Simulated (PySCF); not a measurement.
SMILES [GeH3][Cd][GeH3] (H6CdGe2) at its CAM-B3LYP/def2-SVP optimised geometry (Å):

```
9

Cd    -0.3246    -0.1358     0.0000
Ge    -1.2998     2.2300     0.0000
H     -2.1726     2.5054     1.2410
H     -0.2056     3.3164    -0.0123
H     -2.1926     2.4975    -1.2283
Ge     0.6507    -2.5016     0.0000
H      0.2154    -3.3164     1.2345
H      0.2154    -3.3160    -1.2348
H      2.1926    -2.5016     0.0000
```

Computed with CAM-B3LYP/def2-TZVP, def2 effective core potentials past Kr (PySCF). The core electrons that the potentials of Cd replace are not part of the density. Cells within 0.4 Å of a nucleus heavier than hydrogen are left out (blank, or x).

Map of the deformation density (molecule minus spherical neutral atoms) (e/bohr³) on the plane z = 0.0 Å:

```
|2222222222222222222222222222222|
|2222222222222222222222222222222|
|2222222222222222222222222222222|
|2222222222222222222222222222222|
|2222222222222222222222222222222|
|2222222222223332222222222222222|
|2222222222223695222222222222222|
|2222222222223685322222222222222|
|22222222222xx353222222222222222|
|22222222222xx233222222222222222|
|2222222222211333222222222222222|
|2222222222234543222222222222222|
|2222222222345543222222222222222|
|2222222222334322222222222222222|
|2222222222232011222222222222222|
|22222222222222xx222222222222222|
|22222222222220xx122222222222222|
|2222222222222200233222222222222|
|2222222222222233443222222222222|
|2222222222222345543322222222222|
|2222222222222334433343222222222|
|22222222222222231x2575222222222|
|2222222222222222xx1599222222222|
|2222222222222222212454222222222|
|2222222222222222222233222222222|
|2222222222222222222222222222222|
|2222222222222222222222222222222|
|2222222222222222222222222222222|
|2222222222222222222222222222222|
|2222222222222222222222222222222|
|2222222222222222222222222222222|
```
Scale: ten equal steps from -0.027 (start of '0') to 0.066 (end of '9'), in the order '0123456789'; x runs from -5.50 to 5.50, y from -5.50 (bottom) to 5.50 (top).
